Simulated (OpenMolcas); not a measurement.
## Multiplet structure of Cu III

```json
{
  "Program": "OpenMolcas",
  "Method": "MS-RASPT2, IPEA 0.25 Eh, imaginary shift 0.1 Eh (closed shells correlated: 3s 3p)",
  "Basis": "ANO-RCC-VTZP [6s5p3d2f1g]",
  "Scalar Hamiltonian": "DKH2, point nucleus",
  "Active space": "9 electrons in 9 orbitals (RAS2 3d 4s; RAS3 4p, at most 2 electrons)",
  "State averaging": "2S+1 = 2 even, 30 roots; 2S+1 = 4 even, 10 roots kept (CI in the orbitals of an earlier block); 2S+1 = 2 odd, 21 roots; 2S+1 = 4 odd, 24 roots kept (CI in the orbitals of an earlier block)",
  "Spin-orbit coupling": "state interaction with AMFI integrals over the reference wave functions, term energies averaged over their components"
}
```

With spin-orbit coupling, above the lowest level:

```json
{"Configuration": "3d9", "Term": "2D", "J": "5/2", "E (cm-1)": "0.0", "Measured (cm-1)": "0.0", "g": "1.200", "Term weight %": "100"}
{"Configuration": "3d9", "Term": "2D", "J": "3/2", "E (cm-1)": "2190", "Measured (cm-1)": "2072", "g": "0.800", "Term weight %": "100"}
{"Configuration": "3d8 4s", "Term": "4F", "J": "9/2", "E (cm-1)": "63510", "Measured (cm-1)": "60805", "g": "1.334", "Term weight %": "100"}
{"Configuration": "3d8 4s", "Term": "4F", "J": "7/2", "E (cm-1)": "64690", "Measured (cm-1)": "62065", "g": "1.235", "Term weight %": "96"}
{"Configuration": "3d8 4s", "Term": "4F", "J": "5/2", "E (cm-1)": "65740", "Measured (cm-1)": "63149", "g": "1.026", "Term weight %": "98"}
{"Configuration": "3d8 4s", "Term": "4F", "J": "3/2", "E (cm-1)": "66480", "Measured (cm-1)": "63887", "g": "0.402", "Term weight %": "99"}
{"Configuration": "3d8 4s", "Term": "2F", "J": "7/2", "E (cm-1)": "68650", "Measured (cm-1)": "67017", "g": "1.147", "Term weight %": "96"}
{"Configuration": "3d8 4s", "Term": "2F", "J": "5/2", "E (cm-1)": "70530", "Measured (cm-1)": "", "g": "0.863", "Term weight %": "97"}
{"Configuration": "3d8 4s", "Term": "2D", "J": "5/2", "E (cm-1)": "80580", "Measured (cm-1)": "77968", "g": "1.308", "Term weight %": "71"}
{"Configuration": "3d8 4s", "Term": "2D", "J": "3/2", "E (cm-1)": "80980", "Measured (cm-1)": "78780", "g": "0.865", "Term weight %": "90"}
{"Configuration": "3d8 4s", "Term": "4P", "J": "5/2", "E (cm-1)": "83400", "Measured (cm-1)": "80552", "g": "1.490", "Term weight %": "72"}
{"Configuration": "3d8 4s", "Term": "4P", "J": "3/2", "E (cm-1)": "83470", "Measured (cm-1)": "80306", "g": "1.681", "Term weight %": "94"}
{"Configuration": "3d8 4s", "Term": "4P", "J": "1/2", "E (cm-1)": "83710", "Measured (cm-1)": "80424", "g": "2.667", "Term weight %": "100"}
```

Against the 11 measured excited levels shown (Sugar and Musgrove, J. Phys. Chem. Ref. Data 19, 527 (1990)) the mean absolute deviation is 2400 cm-1; the largest miss in energy is 3d8 4s 4P 1/2: computed 83710, measured 80424 cm-1 (+4.1 %), and the largest in proportion 3d9 2D 3/2 (+5.7 %).

Spin-orbit coupling puts the lowest level 876 cm-1 below the lowest spin-free term.

Term energies are means over components that CASPT2 splits; among the terms shown or strongly mixed into the levels shown the widest spread is 1100 cm-1 (3d8 4s 2F). Some levels mix across a computed gap that differs much from the measured one, so their mixing is not that of the real levels. Terms from blocks run as CI alone lack orbitals of their own. A single d shell beside an s shell can misplace configurations of different d count against each other. Measured partners are found by configuration, term and J. A level has none where our copy of the source lacks it or the pairing is in doubt (some pairs that miss far off the trend of their configuration count as doubtful), and it then counts in no deviation. Only configurations of the active space appear. The first state left out of the spin-orbit step lies near 110000 cm-1 above the lowest spin-free state of the reference (among the parities and spins computed), and the list stops at four fifths of that energy or lower.

The term weight is that of the spin-free term in the level, not the purity of its configuration.
